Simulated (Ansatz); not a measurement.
Geometry optimisation, Ansatz, RKS PBE0/def2-SVP.

input.yaml

```yaml
crystal:
  periodic: [false, false, false]
  atoms:
    - { symbol: Sn, position_ang: [0.113519, 1.548376, -0.055097] }
    - { symbol: C, position_ang: [0.903575, -0.576215, 0.410362] }
    - { symbol: "N", position_ang: [-0.220627, -0.581008, -0.570691] }
    - { symbol: H, position_ang: [-0.253904, -0.871122, -1.567233] }
    - { symbol: Cl, position_ang: [-1.436425, 2.162901, -1.864417] }
    - { symbol: Cl, position_ang: [-1.576104, 1.025769, 1.694442] }
    - { symbol: H, position_ang: [0.545201, -0.16633, 1.366012] }
    - { symbol: H, position_ang: [1.208577, -1.611901, 0.67271] }
    - { symbol: H, position_ang: [1.81478, -0.107611, 0.023826] }
    - { symbol: H, position_ang: [-1.098592, -0.822858, -0.109915] }
basis:
  gaussian: { orbitals: def2-SVP }
hamiltonian:
  xc: pbe0
relax:
  f_tol: 0.03
  max_steps: 50
```

Command:

```bash
$ ansatz run input.yaml --threads 2 --pin off --max-ram 3072MiB --backend cpu --events-out ev --progress --plain --runs-dir out
```

Problem. Where does it end, and by what steps?

Solution. It converged. The force dipped under the threshold on the way, but the program's further checks kept it going. After 15 steps the energy has fallen by 1.841 eV; Cl5 moved furthest, 0.82 Å. Parted: Sn1–C2 (2.31 → 3.34 Å).

```csv
step,energy less start (eV),largest force component (eV/Å),accepted
0,0.0000,4.727,yes
1,-1.0147,1.442,yes
2,-1.5330,0.409,yes
3,-1.7276,0.349,yes
4,-1.7885,0.260,yes
5,-1.8250,0.482,yes
6,-1.8336,0.298,yes
7,-1.8355,0.222,yes
8,-1.8364,0.172,yes
9,-1.8376,0.023,yes
10,-1.8385,0.080,yes
11,-1.8382,0.154,no
12,-1.8395,0.059,yes
13,-1.8397,0.140,yes
14,-1.8399,0.082,yes
15,-1.8412,0.019,yes
```

```xyz
10
Properties=species:S:1:pos:R:3
Sn -0.308 2.131 -0.261
C 0.931 -0.881 0.475
N 0.052 -0.222 -0.487
H 0.291 -0.449 -1.453
Cl -2.060 1.634 -1.883
Cl -1.469 1.414 1.766
H 0.598 -0.611 1.487
H 0.922 -1.978 0.376
H 1.963 -0.527 0.342
H -0.921 -0.512 -0.362
```

Whether the end is a true minimum wasn't checked by a vibrational analysis.

Run time: 81 s on 2 threads of Arm Neoverse V1, on a shared host, peak memory 0.31 GiB.
